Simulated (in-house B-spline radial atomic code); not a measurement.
# Ionising Pd+ with different functionals

Computed with an all-electron radial atomic-structure program (B-spline basis): non-relativistic Hamiltonian, point nucleus, spin-polarised at highest spin, spherical fractional occupations for the functionals, the average over the highest-spin determinants for Hartree-Fock. The ionisation energy is the difference of two self-consistent energies, [Kr] 4d9 → [Kr] 4d8, without Breit or QED terms; ε is the level of the shell that loses the electron (its least bound occupied spin orbital). There is no spin-orbit coupling in this Hamiltonian.

Hybrids are left out here: with spherical fractional occupations of an open shell their exact exchange keeps a self-interaction that integer-occupation calculations don't have.

| method | rung | ΔSCF (eV) | -ε(4d) (eV) |
| --- | --- | --- | --- |
| Hartree-Fock | Hartree-Fock | 18.40 | 20.38 |
| LDA VWN5 | LDA | 20.86 | 14.79 |
| LDA PW92 | LDA | 20.86 | 14.78 |
| LDA exchange-only | LDA | 19.28 | 13.32 |
| PBE | GGA | 20.55 | 14.48 |
| PBEsol | GGA | 20.55 | 14.49 |
| BLYP | GGA | 20.49 | 14.44 |
| RPBE | GGA | 20.45 | 14.39 |
| PW91 | GGA | 20.63 | 14.56 |
| BP86 | GGA | 20.67 | 14.61 |
| AM05 | GGA | 20.55 | 14.48 |
| OLYP | GGA | 20.49 | 14.39 |
| TPSS | meta-GGA | 20.40 | 14.34 |
| SCAN | meta-GGA | 20.51 | 14.49 |
| r2SCAN | meta-GGA | ? | ? |
| M06-L | meta-GGA | ? | ? |
| revTPSS | meta-GGA | 20.34 | 14.29 |

(1) What does M06-L give?

(2) What does r2SCAN give?

(3) How do they compare with the NIST value?

## Answers

(1) ΔSCF 20.24 eV, and -ε(4d) = 14.16 eV.

(2) ΔSCF 20.50 eV, and -ε(4d) = 14.47 eV.

(3) NIST lists 19.4 eV ± 0.12 (semi-empirical, ground level to ground level). Errors run from -1.03 to +1.43 eV. The correlated functionals all miss on the same side by more than they spread, so the cause is common to them (relativity, Breit-QED terms, multiplet and fine-structure energies, or a listed next ion that isn't the cheapest removal here) and closeness doesn't rank the functionals. Hartree-Fock also lacks correlation.
